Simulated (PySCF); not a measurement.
## Electronic absorption of AsH2(SiH3)

AsH2(SiH3).
InChI=1S/AsH5Si/c1-2/h1H2,2H3

The calculation used PySCF, TDDFT CAM-B3LYP/def2-SVPD, vertical, gas phase, core orbitals frozen in the response. Isolated species at its PBE0-D3(BJ)/def2-SVP geometry, gas phase. Relativistic effects, spin–orbit coupling among them, are left out although an element past zinc is present.

| state | E (eV) | ν̃ (cm⁻¹) | f | main configurations (H = HOMO, L = LUMO) |
| --- | --- | --- | --- | --- |
| S1 | 6.42 | 51790 | 0.046 | H→L (50%), H→L+1 (46%) |
| S2 | 6.50 | 52410 | 0.016 | H→L+2 (93%) |
| S3 | 6.76 | 54500 | 0.293 | H→L+1 (47%), H→L (40%) |
| S4 | 7.52 | 60680 | 0.0085 | H→L+3 (84%) |
| S5 | 7.54 | 60830 | 0.0057 | H→L+4 (86%) |
| S6 | 7.81 | 62990 | 0.016 | H-1→L (74%), H-1→L+1 (14%) |
| S7 | 8.01 | 64590 | 0.324 | H-1→L+1 (70%), H→L+5 (12%) |
| S8 | 8.14 | 65660 | 0.053 | H-1→L+2 (72%), H-2→L (8%) |
| S9 | 8.39 | 67660 | 0.057 | H→L+5 (68%) |
| S10 | 8.56 | 69040 | 0.0066 | H-2→L+1 (52%), H-1→L+4 (20%), H-2→L (12%) |

Triplets, Tamm–Dancoff:

| state | E (eV) | λ (nm) | main configurations (H = HOMO, L = LUMO) |
| --- | --- | --- | --- |
| T1 | 5.51 | 225.1 | H→L (64%), H→L+1 (16%), H→L+5 (10%) |
| T2 | 5.67 | 218.8 | H→L+2 (91%) |
| T3 | 6.06 | 204.7 | H→L+1 (77%), H→L (16%) |
| T4 | 7.04 | 176.0 | H-1→L+2 (48%), H→L+4 (27%) |

The lowest singlet comes at 193 nm (620 kJ/mol) in the vacuum ultraviolet; it is of moderate strength; its leading configuration is HOMO→LUMO (50%). The strongest level in the table is S7 at 8.01 eV (155 nm, f = 0.324). Löwdin shares by element: HOMO arsenic 64%, silicon 17%, hydrogen 12% or more; LUMO silicon 40%, arsenic 28%, hydrogen 15% or more (atoms not listed hold the other 17%). Of the 10 states listed, 7 reach f = 0.01 and none stays under 0.0005. The oscillator strengths of these states sum to 0.827; summed over the whole spectrum of an exact calculation they would give the number of electrons, 52 (Thomas–Reiche–Kuhn). The listed states span 2.14 eV, and the widest gap between neighbours is 0.77 eV (S3 to S4). No computed singlet lies in the visible range (380 to 750 nm); the lowest, at 193 nm, stands 3.16 eV above its violet end (3.26 eV). The window holds the lowest 10 singlets.
